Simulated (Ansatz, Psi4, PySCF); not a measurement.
hydrogen cyanide (CHN), singlet, at a GFN2-xTB geometry. Base run: PySCF with CAMB3LYP/aug-cc-pVDZ.

The PySCF input:
```python
from pyscf import gto, scf, dft

mol = gto.Mole()
mol.atom = '''
    C    -0.000000   -0.000000   -0.493219
    N     0.000000    0.000000    0.644429
    H    -0.000000   -0.000000   -1.551687
'''
mol.basis = 'aug-cc-pvdz'
mol.charge = 0
mol.spin = 0
mol.verbose = 4
mol.build()

mf = dft.RKS(mol)
mf.xc = 'camb3lyp'
mf.kernel()
```

The same geometry, method and basis name were run in Ansatz (a program for electronic structure) and Psi4 and PySCF, at each program's defaults and at the settings that a row names. The base is PySCF at its defaults. Differences at the defaults can come from grids, fitting, cores and function types together.

| code and settings | ΔE vs base (mEh) | basis functions | E (Eh) | SCF cycles | dipole (D) |
|---|---|---|---|---|---|
| PySCF, defaults (exact integrals, its default grid, spherical functions) | 0.000 | 55 | -93.38798 | 8 | 3.08 |
| Psi4, defaults (density fitting with its default set, its default grid, spherical functions) | 0.019 | 55 | -93.38796 | 7 | 3.08 |
| Ansatz, defaults (factorised integrals, its default grid, spherical functions) | 0.002 | 55 | -93.38797 | - | - |
| PySCF, density fitting with def2-universal-jkfit | -0.010 | 55 | -93.38799 | 8 | 3.08 |
| PySCF, fine grid | 0.000 | 55 | -93.38798 | 8 | 3.08 |
| Psi4, exact integrals, spherical functions, fine grid | 0.000 | 55 | -93.38798 | 9 | 3.08 |
| Ansatz, high accuracy | 0.000 | 55 | -93.38798 | - | - |
